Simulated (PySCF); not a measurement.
Run record: excited-state job, selenacyclopentane (`C1CC[Se]C1`).

Computed with TDDFT wB97X-D/def2-SVPD, vertical, gas phase, core orbitals frozen in the response (PySCF 2.14.0, density-fitted response routines). Geometry: GFN2-xTB. A driver script takes a list of jobs; this job's settings line and coordinates (Å) are shown.

Input:
```
{"job": {"kind": "uv", "xc": "wB97X-D", "basis": "def2-SVPD", "nstates": 8, "ntriplets": 3}, "charge": 0, "multiplicity": 1}
C     -0.751490    -0.692385    -0.163539
C      0.654136    -0.676557     0.427013
C      1.413988     0.454424    -0.244505
Se     0.137608     1.961070    -0.385481
C     -1.333527     0.698898     0.017479
H     -1.382506    -1.434774     0.328165
H     -0.694358    -0.936163    -1.226611
H      0.592244    -0.496018     1.502312
H      1.165926    -1.626898     0.265229
H      2.285104     0.781417     0.321179
H      1.721134     0.187729    -1.257154
H     -2.168353     0.905068    -0.650631
H     -1.644293     0.874677     1.048815
```

Output:
```
coarse grid: 47832 points
cycle   1  E = -2558.3929892796  dE = -2.987e-01  |g| = 2.211e-01  |ddm| = 4.603e+00
cycle   2  E = -2558.4076862146  dE = -1.470e-02  |g| = 1.051e-01  |ddm| = 6.661e-01
cycle   3  E = -2558.4105053547  dE = -2.819e-03  |g| = 3.877e-02  |ddm| = 2.246e-01
cycle   4  E = -2558.4108862767  dE = -3.809e-04  |g| = 1.279e-02  |ddm| = 6.864e-02
cycle   5  E = -2558.4109235609  dE = -3.728e-05  |g| = 2.458e-03  |ddm| = 2.632e-02
cycle   6  E = -2558.4109260049  dE = -2.444e-06  |g| = 1.130e-03  |ddm| = 7.881e-03
final grid: 100888 points
cycle   7  E = -2558.4104205441  dE = -1.355e-06  |g| = 8.608e-04  |ddm| = 1.440e-02
cycle   8  E = -2558.4104206102  dE = -6.610e-08  |g| = 8.448e-04  |ddm| = 3.306e-03
cycle   9  E = -2558.4104207866  dE = -1.764e-07  |g| = 6.921e-05  |ddm| = 1.315e-03
cycle  10  E = -2558.4104207899  dE = -3.359e-09  |g| = 3.448e-05  |ddm| = 3.606e-04
cycle  11  E = -2558.4104207904  dE = -4.834e-10  |g| = 8.689e-06  |ddm| = 1.034e-04
converged SCF energy = -2558.4104207904

Static polarisability (au): isotropic 73.323, principal 62.773 75.603 81.594

Singlet excitations
state   eV       nm        f      main configurations
  1   4.4233    280.3   0.00000   H->L 0.85, H->L+4 0.14
  2   5.6804    218.3   0.02880   H->L+1 0.69, H->L+2 0.20
  3   6.0240    205.8   0.04417   H->L+2 0.68, H->L+1 0.18, H->L+5 0.10
  4   6.3980    193.8   0.04432   H->L+3 0.98
  5   6.7827    182.8   0.00015   H->L+4 0.77, H->L 0.14
  6   7.3635    168.4   0.00103   H->L+7 0.38, H->L+5 0.37, H->L+1 0.10
  7   7.4284    166.9   0.08851   H-1->L 0.79
  8   7.6389    162.3   0.02918   H->L+5 0.45, H->L+7 0.32

Triplet excitations (Tamm-Dancoff, eV): 4.0118 5.1758 5.8682
```

The SCF starts on a coarse grid where the log names one; the energy can jump when the final grid takes over, and dE then counts from the start density on the new grid. H and L stand for HOMO and LUMO; the number after each pair is its weight.

Task: Give S1 in cm⁻¹ and kJ/mol.

Result: 4.4233 eV × 8065.54 = 35676 cm⁻¹; × 96.485 = 426.8 kJ/mol.

Task: How does the lowest singlet excitation compare with the HOMO–LUMO gap?

Result: HOMO -7.75 eV and LUMO 1.62 eV give a gap of 9.37 eV; S1 at 4.42 eV lies 4.95 eV below it.

Summary of the converged run: HOMO -7.75 eV, LUMO 1.62 eV; lowest singlet 4.42 eV; lowest triplet 4.01 eV (Tamm–Dancoff); mean polarisability 73.3 au.

 The wB97X-D/def2-SVPD calculation is non-relativistic and has no spin–orbit coupling, an omission that weighs most on selenium.

Task: Estimate the wall time. Hardware: one thread of an x86-64 server, no GPU, on a shared host.

Result: About 24 s.

One conformer stands for the species.
Labels such as C1 count atoms from 1, the log's own numbers from 0.

The pairwise dispersion term of wB97X-D wasn't added to the energies; at a given geometry it leaves orbitals and properties as they are.
